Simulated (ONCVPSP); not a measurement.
PBE ONCV dataset for thallium (Tl), scalar-relativistic all-electron reference.

```json
{"Element": "thallium (Tl)", "Generator": "ONCVPSP 4.0.1", "Type": "optimised norm-conserving Vanderbilt (ONCV)", "Functional": "PBE", "Relativity": "scalar-relativistic", "Frozen core": "[Xe] 4f14 5d10", "Valence charge": "3", "Reference configuration": "6s1 6p2", "Partial waves": "6s: rc 1.85 bohr, ncon 3, nbas 6, qcut 3.5 1/bohr, 2 projectors, debl 3.1 Ha; 6p: rc 2.45 bohr, ncon 4, nbas 7, qcut 3.5 1/bohr, 3 projectors, debl 1.1 Ha", "Local potential": "polynomial inside 1.60 bohr (lpopt 5, dvloc0 2 Ha)", "Core correction": "polynomial model core, fcfact 0.3"}
```

All-electron outer shells of the reference configuration (PBE, scalar-relativistic, ld1.x):

```tsv
shell	level (eV)	outermost node (bohr)	outermost maximum (bohr)
5p	-78.05	0.50	0.91
5d	-17.32	0.53	1.11
6s	-10.79	1.04	2.05
6p	-3.17	1.22	2.84
```

Problem. Does the generator finish with these settings?

Solution. No. ONCVPSP 4.0.1 stopped with "ERROR pspot: first pseudo wave function has node, program will stop": the optimised pseudo-wave of the first projector has a node, so the radial equation cannot be inverted for a potential. It happened in the s channel.
